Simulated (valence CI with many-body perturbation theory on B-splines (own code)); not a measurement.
## Energy levels of Rh⁴⁺

Calculated by configuration interaction combined with many-body perturbation theory (CI+MBPT): five valence electrons over a frozen Dirac-Fock core [Kr], radial functions for each j: 7 s, 7 p, 8 d, 6 f, 4 g, 1 h, with the one-electron correlation potential Σ1 (screened to all orders), the two-electron term Σ2, the three-electron term Σ3, Breit, model QED; selected single and double excitations, second order for the rest, scaled by the run's own slope (own B-spline code, finite nucleus).

No measured levels were compared; by estimate terms of the open shell hold to 2 to 4 % of their energy, and close levels can change places; different configurations can be misplaced against each other by 1,000 to 8,000 cm⁻¹. Among the levels kept, up to 2500 cm⁻¹ of a level comes from second order outside the variational space, and about a tenth of that is noise between levels of different J, which matters for small intervals.

Levels 181 to 222 of 222, with energies above the lowest level, 4d5 6S_5/2. "Leading %" is the weight of the configuration and term that name the level; weights of strongly mixed levels are sums over their largest components and can fall short. Lifetimes count E1, E2, E3, M1 and M2 decay at the calculated energies, and are blank where another channel may lead or the interval is too uncertain; long ones can be off by a factor of two.

| No. | Configuration | Term | J | E (eV) | Leading % | Lifetime | Second component |
| --- | --- | --- | --- | --- | --- | --- | --- |
| 181 | 4d4 5p | 2H° | 9/2 | 28.395 | 63 | 319 ps | 13 % 4d4 5p 4G° |
| 182 | 4d4 5p | 2G° | 9/2 | 28.442 | 49 | 148 ps | 21 % 4d4 5p 2H° |
| 183 | 4d4 5p | 4P° | 5/2 | 28.455 | 68 | 150 ps | 7 % 4d4 5p 2D° |
| 184 | 4d4 5p | 2F° | 7/2 | 28.476 | 53 | 213 ps | 24 % 4d4 5p 4G° |
| 185 | 4d4 5p | 4H° | 13/2 | 28.476 | 50 | 261 ps | 40 % 4d4 5p 2I° |
| 186 | 4d4 5p | 2P° | 1/2 | 28.484 | 41 | 348 ps | 30 % 4d4 5p 4D° |
| 187 | 4d4 5p | 2P° | 3/2 | 28.489 | 34 | 220 ps | 23 % 4d4 5p 2D° |
| 188 | 4d4 5p | 4D° | 3/2 | 28.515 | 41 | 171 ps | 13 % 4d4 5p 4P° |
| 189 | 4d4 5p | 4G° | 5/2 | 28.523 | 38 | 257 ps | 13 % 4d4 5p 4D° |
| 190 | 4d4 5p | 2I° | 11/2 | 28.587 | 47 | 151 ps | 32 % 4d4 5p 2H° |
| 191 | 4d4 5p | 2G° | 7/2 | 28.589 | 36 | 214 ps | 20 % 4d4 5p 4G° |
| 192 | 4d4 5p | 4D° | 5/2 | 28.607 | 33 | 216 ps | 17 % 4d4 5p 2D° |
| 193 | 4d4 5s | 2S | 1/2 | 28.611 | 96 | 44.0 μs |  |
| 194 | 4d4 5p | 4G° | 9/2 | 28.652 | 51 | 223 ps | 21 % 4d4 5p 2H° |
| 195 | 4d4 5p | 4D° | 7/2 | 28.762 | 52 | 277 ps | 17 % 4d4 5p 4F° |
| 196 | 4d4 5p | 2I° | 13/2 | 28.829 | 58 | 258 ps | 37 % 4d4 5p 2K° |
| 197 | 4d4 5p | 2D° | 5/2 | 28.831 | 27 | 171 ps | 14 % 4d4 5p 4P° |
| 198 | 4d4 5p | 4G° | 11/2 | 28.849 | 65 | 284 ps | 15 % 4d4 5p 2H° |
| 199 | 4d4 5p | 2G° | 7/2 | 28.864 | 39 | 151 ps | 27 % 4d4 5p 2F° |
| 200 | 4d4 5p | 4P° | 3/2 | 28.873 | 46 | 182 ps | 30 % 4d4 5p 4F° |
| 201 | 4d4 5p | 2F° | 7/2 | 28.962 | 44 | 177 ps | 33 % 4d4 5p 2G° |
| 202 | 4d4 5p | 2G° | 9/2 | 28.970 | 60 | 248 ps | 24 % 4d4 5p 4F° |
| 203 | 4d4 5p | 2K° | 15/2 | 28.971 | 94 | 730 ps |  |
| 204 | 4d4 5p | 4F° | 3/2 | 28.977 | 42 | 238 ps | 18 % 4d4 5p 4P° |
| 205 | 4d4 5p | 2P° | 1/2 | 28.991 | 67 | 190 ps | 15 % 4d4 5p 4P° |
| 206 | 4d4 5p | 4P° | 1/2 | 29.028 | 79 | 147 ps | 7 % 4d4 5p 4D° |
| 207 | 4d4 5p | 2P° | 3/2 | 29.063 | 58 | 237 ps | 21 % 4d4 5p 4D° |
| 208 | 4d4 5p | 2H° | 11/2 | 29.090 | 90 | 106 ps |  |
| 209 | 4d4 5p | 4F° | 5/2 | 29.091 | 48 | 296 ps | 21 % 4d4 5p 4D° |
| 210 | 4d4 5p | 2H° | 9/2 | 29.105 | 40 | 191 ps | 27 % 4d4 5p 2G° |
| 211 | 4d4 5p | 4F° | 7/2 | 29.142 | 54 | 328 ps | 20 % 4d4 5p 4D° |
| 212 | 4d4 5p | 4F° | 9/2 | 29.215 | 47 | 193 ps | 13 % 4d4 5p 2G° |
| 213 | 4d4 5p | 2F° | 5/2 | 29.324 | 64 | 125 ps | 12 % 4d4 5p 2D° |
| 214 | 4d4 5p | 2G° | 7/2 | 29.391 | 60 | 156 ps | 23 % 4d4 5p 2F° |
| 215 | 4d4 5p | 2P° | 3/2 | 29.391 | 47 | 143 ps | 37 % 4d4 5p 2D° |
| 216 | 4d4 5p | 2F° | 5/2 | 29.486 | 69 | 161 ps | 9 % 4d4 5p 2D° |
| 217 | 4d4 5p | 2H° | 9/2 | 29.527 | 83 | 127 ps | 5 % 4d4 5p 2G° |
| 218 | 4d4 5p | 2F° | 7/2 | 29.532 | 60 | 236 ps | 11 % 4d4 5p 2G° |
| 219 | 4d4 5p | 2H° | 11/2 | 29.568 | 80 | 169 ps | 7 % 4d4 5p 2I° |
| 220 | 4d4 5p | 2F° | 5/2 | 29.589 | 42 | 142 ps | 37 % 4d4 5p 2D° |
| 221 | 4d4 5p | 2G° | 9/2 | 29.591 | 80 | 151 ps | 4 % 4d4 5p 2H° |
| 222 | 4d4 5p | 2P° | 1/2 | 29.613 | 90 | 118 ps | 5 % 4d4 5p 4D° |

Names give the largest LS component (configuration and term), which can be under half, so a name can repeat, a term be missing and a line seem to break the LS rules; names also repeat where a configuration has a term twice.

Where two levels of one J and parity lie close, their mixing, g and order are uncertain.
